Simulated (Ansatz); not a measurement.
Consider the ligand exchange at the Al–C bond: `C[CH2][AlH][SH]` + H–F → `[F][AlH][SH]` + ethane.

Computed with Ansatz on PBE0-D4/def2-TZVP structures; ΔE is electronic, products minus reactants. CCSD(T)/CBS is the MP2 limit (def2-TZVPP, def2-QZVPP) plus CCSD(T) − MP2 in def2-TZVPP, frozen cores. This one scheme is used for every species. Functionals use def2-TZVPP. Each species was taken in one conformer, which may not be the lowest.

CCSD(T)/CBS gives -194.7 kJ/mol.

Another level gave -185.7 kJ/mol. Which?
A. BHLYP-D4/def2-TZVPP
B. RPA@PBE/def2-TZVPP
C. BLYP/def2-TZVPP
D. PBE-D4/def2-TZVPP

D. PBE-D4 -185.7, RPA@PBE/def2-TZVPP -194.9, BLYP -210.6, BHLYP-D4 -204.7 kJ/mol.

Largest T1 diagnostic among the species: 0.012.

The D4 term adds +9.8 kJ/mol with B3LYP and +5.6 kJ/mol with PBE0; it sums over pairs of atoms, weighted by their polarisabilities, and B3LYP, whose exchange is more repulsive, gets the larger term. At CCSD(T), def2-SVP lies −11.0 kJ/mol from the extrapolated value and def2-TZVPP −0.8 kJ/mol.

B3LYP here is the variant with VWN-RPA as its local correlation; programs differ in this.
